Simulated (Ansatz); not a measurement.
Computed with Ansatz on PBE0-D4/def2-TZVP structures; ΔE is electronic, products minus reactants. CCSD(T)/CBS is the MP2 limit (def2-TZVPP, def2-QZVPP) plus CCSD(T) − MP2 in def2-TZVPP, frozen cores. Functionals use def2-TZVPP. B3LYP here is the variant with VWN-RPA as its local correlation; programs differ in this. HSE06 is defined as in plane-wave codes. Elements past krypton have def2 core potentials. For Mg, Y outer-core shells are correlated without core-valence functions, which leaves a few kJ/mol of doubt a bond. Each species was taken in one conformer, which may not be the lowest.

Reaction (redistribution): `[NH2][Y]([F])[Cl]` + `C[S][Mg][Cl]` → `[F][Y]([Cl])[Cl]` + `C[S][Mg][NH2]`

(1) Is it downhill or uphill in electronic energy at CCSD(T)/CBS, and by how much? (Best estimate.)

(2) What do these levels give: r2SCAN-D4, HSE06-D4, BHLYP-D4, PBE, revPBE, r2SCAN, B3LYP, r2SCANh, r2SCAN0, MP2/def2-SVP, CCSD(T)/def2-SVP, HF/def2-QZVPP? (An estimate is asked.)

Largest T1 diagnostic among the species: 0.013.

Answers

(1) Computed: Uphill: ΔE = +17.4 kJ/mol.

(2) Computed: r2SCAN-D4 21.8, HSE06-D4 22.8, BHLYP-D4 20.6, PBE 23.1, revPBE 23.9, r2SCAN 21.8, B3LYP 22.0, r2SCANh 21.8, r2SCAN0 21.8, MP2/def2-SVP 24.7, CCSD(T)/def2-SVP 25.1, HF/def2-QZVPP 19.7 kJ/mol.

Leaving LDA and LC-ωPBE aside and taking each functional with its dispersion term where it has one, the values, not all of them listed here, spread over 3.6 kJ/mol, from CAM-B3LYP-D4 to revPBE-D4. At CCSD(T), def2-SVP lies +7.7 kJ/mol from the extrapolated value and def2-TZVPP +2.4 kJ/mol.
